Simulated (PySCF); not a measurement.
A species of formula C10H12 has this rotational fingerprint, computed with PBE0/pcSseg-1 in PySCF (dipole) on a GFN2-xTB geometry, gas phase:

- Rotational constants: A = 2928, B = 496.2, C = 440.0 MHz
- Dipole components: |μa| = 0.15 D, |μb| = 0.83 D, |μc| = 0.00 D
- Inertial defect: -42.67 u·Å²
- κ: -0.95

Question: Which candidate fits, each taken in the one conformer that was computed?
A. `[CH3:1][CH:2]([CH3:3])[c:4]1[cH:5][cH:6][c:7]2[c:8]([cH:9]1)[CH2:10]2` with C1–C2–C4–C5 -62°
B. `[CH2:1]=[C:2]([CH3:3])[c:4]1[cH:5][cH:6][cH:7][c:8]([CH3:9])[cH:10]1` with C1–C2–C4–C5 -143°
C. `[CH2:1]=[CH:2][c:3]1[cH:4][cH:5][cH:6][c:7]([CH2:8][CH3:9])[cH:10]1` with C1–C2–C3–C4 179°, C6–C7–C8–C9 -91°
D. `[CH3:1]/[CH:2]=[CH:3]\[CH:4]=[CH:5]/[C:6]#[C:7][CH:8]1[CH2:9][CH2:10]1` with C2–C3–C4–C5 180°
E. `[CH2:1]=[CH:2][C@:3]1([C:4]#[C:5][CH2:6][CH3:7])[CH:8]=[CH:9][CH2:10]1` with C1–C2–C3–C4 131°

Answer: D. It is C/C=C\C=C/C#CC1CC1, a near-prolate asymmetric top, point group Cs. The candidates at the same level (rigid rotor, commonest isotopes):

```csv
SMILES,A (MHz),B (MHz),C (MHz),μa (D),μb (D),μc (D),Δ (u·Å²),point group,rotor
C=C(C)c1cccc(C)c1,2526,937.5,717.9,0.21,0.02,0.15,-35.24,C1,asymmetric top
CC(C)c1ccc2c(c1)C2,3183,847.7,785.0,0.37,0.10,0.00,-111.21,Cs,near-prolate asymmetric top
C=C[C@]1(C#CCC)C=CC1,2273,722.6,625.1,0.28,0.32,0.08,-113.25,C1,asymmetric top
C/C=C\C=C/C#CC1CC1,2928,496.2,440.0,0.15,0.83,0.00,-42.67,Cs,near-prolate asymmetric top
C=Cc1cccc(CC)c1,2091,962.1,697.2,0.50,0.12,0.04,-42.15,C1,asymmetric top
```

`C=C(C)c1cccc(C)c1` has B 89 % too high; `CC(C)c1ccc2c(c1)C2` has C 78 % too high; `C=C[C@]1(C#CCC)C=CC1` has B 46 % too high; `C=Cc1cccc(CC)c1` has B 94 % too high. In the right answer the mirror of this Cs structure is the ab plane, so μc vanishes by symmetry. No structure here is proved a minimum.
